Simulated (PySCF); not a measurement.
Pt⁶⁴⁺: ionisation energy

Pt⁶⁴⁺ [Ne] 3s2 3p2 (3P) → Pt⁶⁵⁺ [Ne] 3s2 3p1 (2P), as a difference of total energies. All numbers are calculated (PySCF 2.14, the spin-free X2C one-electron Hamiltonian (Gaussian nucleus), in an even-tempered Gaussian basis (17 s from 18 bohr⁻², ratio 2.5; 12 p from 24 bohr⁻², ratio 2.5; 4 d from 92 bohr⁻², ratio 2.7; 4 f from 140 bohr⁻², ratio 2.7)). Correlated levels: outer shells: 1s2 frozen; virtual orbitals above 40 to 60 times the deepest correlated orbital energy dropped. The calculations carry no spin-orbit coupling.

```
                method  ionisation energy (eV)
                   UHF                  7211.3
    MP2 (outer shells)                  7212.0
SCS-MP2 (outer shells)                  7211.8
   CCSD (outer shells)                  7212.0
CCSD(T) (outer shells)                  7212.0
```

Spin-orbit coupling is strong in these open shells (close to jj coupling). The scalar numbers leave it out and a first-order estimate fails, so it can dominate the gap to the real levels.

Breit and QED terms and the two-electron picture change are absent.

For comparison: 7512 ± 24 eV (theoretical estimate listed by NIST; NIST Atomic Spectra Database, ionization energies).
